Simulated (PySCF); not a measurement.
ReO₃F, SMILES [O]=[Re]([F])(=[O])=[O], multiplicity 1.

Coordinates come from a PBE0-D3(BJ)/def2-SVP optimisation. The multiplicity is an assumed one; other spin states were not compared. The def2 effective core potentials stand for the cores of Re; spin–orbit coupling is left out.

Two levels are set side by side: TDA-PBE/def2-SVPD (PySCF) and TDA-B3LYP/def2-SVPD (PySCF). Vertical, same geometry. The lowest singlet is HOMO→LUMO+1 75 %, HOMO−1→LUMO 12 %, HOMO−2→LUMO+1 12 % with PBE and HOMO→LUMO 70 %, HOMO−1→LUMO+1 15 %, HOMO−2→LUMO 15 % with the other functional; states are paired by order. Differences are taken from unrounded values.

| quantity | TDA-B3LYP |
|---|---|
| lowest singlet excitation (eV) | 4.81 |
| lowest triplet excitation (TDA) (eV) | 4.32 |

**Question.** What does TDA-PBE give, and how far is it from TDA-B3LYP? (The exact figures need the calculation; the answer reports its results.)

**Answer.** 
```json
[
 {"quantity": "lowest singlet excitation (eV)", "TDA-PBE": "4.79", "TDA-PBE minus TDA-B3LYP": "-0.03"},
 {"quantity": "lowest triplet excitation (TDA) (eV)", "TDA-PBE": "4.25", "TDA-PBE minus TDA-B3LYP": "-0.06"}
]
```

Here PBE gives about what the other level gives.

Rough cost on one machine, each run with all the roots and properties that it gave: TDA-B3LYP against TDA-PBE about 2 times.
